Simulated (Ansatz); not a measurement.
Molecule: C4H13NSi (charge 0, singlet). 
Geometry from a B3LYP-D3(BJ)/def2-TZVP (Ansatz, a quantum-chemistry and plane-wave program) optimisation:
```xyz
19

C      2.3995    -0.6161     0.0017
C      1.1496    -0.7310    -0.8718
N     -0.0668    -0.1758    -0.2837
Si    -0.4356     1.4978    -0.4945
C     -0.5965    -0.9542     0.8325
C     -2.0416    -0.6197     1.1736
H      3.2623    -1.0552    -0.5045
H      2.6274     0.4304     0.2154
H      2.2729    -1.1344     0.9534
H      0.9653    -1.7867    -1.1047
H      1.3310    -0.2309    -1.8249
H      0.3495     1.9542    -1.6639
H     -0.0800     2.3532     0.6742
H     -1.8781     1.7205    -0.7497
H      0.0180    -0.8335     1.7362
H     -0.5336    -2.0137     0.5585
H     -2.1512     0.4092     1.5238
H     -2.6897    -0.7526     0.3064
H     -2.3935    -1.2731     1.9734
```

Wanted: vertical triplet-singlet gap (E(triplet) - E(singlet); each state is the SCF solution reached for its spin; for the triplet T1 is 0.049), in kcal/mol. Correlated levels leave the core frozen unless marked. Open shells are spin-unrestricted. Spin-orbit coupling is left out. Non-relativistic. 

```json
[
 {"level": "HF/aug-cc-pV(D+d)Z", "program": "Ansatz", "vertical triplet-singlet gap (kcal/mol)": "110.6"},
 {"level": "HF/aug-cc-pV(T+d)Z", "program": "Ansatz", "vertical triplet-singlet gap (kcal/mol)": "110.4"},
 {"level": "SVWN5/def2-TZVPD", "program": "Ansatz", "vertical triplet-singlet gap (kcal/mol)": "113.2"},
 {"level": "PBE/def2-TZVPD", "program": "Ansatz", "vertical triplet-singlet gap (kcal/mol)": "114.4"},
 {"level": "r2SCAN/def2-TZVPD", "program": "Ansatz", "vertical triplet-singlet gap (kcal/mol)": "119.1"},
 {"level": "B3LYP/def2-TZVPD", "program": "Ansatz", "vertical triplet-singlet gap (kcal/mol)": "122.0"},
 {"level": "PBE0/def2-TZVPD", "program": "Ansatz", "vertical triplet-singlet gap (kcal/mol)": "122.3"},
 {"level": "BHLYP/def2-TZVPD", "program": "Ansatz", "vertical triplet-singlet gap (kcal/mol)": "127.8"},
 {"level": "CAM-B3LYP/def2-TZVPD", "program": "Ansatz", "vertical triplet-singlet gap (kcal/mol)": "129.4"},
 {"level": "wB97M-V/def2-TZVPD", "program": "Ansatz", "vertical triplet-singlet gap (kcal/mol)": "133.3"},
 {"level": "wB97X-V/def2-TZVPD", "program": "Ansatz", "vertical triplet-singlet gap (kcal/mol)": "136.5"},
 {"level": "B2PLYP/def2-TZVPD", "program": "Ansatz", "vertical triplet-singlet gap (kcal/mol)": "128.0"},
 {"level": "MP2/aug-cc-pV(D+d)Z", "program": "Ansatz", "vertical triplet-singlet gap (kcal/mol)": "134.4"},
 {"level": "RI-MP2/aug-cc-pV(T+d)Z", "program": "Ansatz", "vertical triplet-singlet gap (kcal/mol)": "137.6"},
 {"level": "SCS-MP2/aug-cc-pV(D+d)Z", "program": "Ansatz", "vertical triplet-singlet gap (kcal/mol)": "134.9"},
 {"level": "CCSD/aug-cc-pV(D+d)Z", "program": "Ansatz", "vertical triplet-singlet gap (kcal/mol)": "125.4"},
 {"level": "CCSD(T)/aug-cc-pV(D+d)Z", "program": "Ansatz", "vertical triplet-singlet gap (kcal/mol)": "124.9"}
]
```
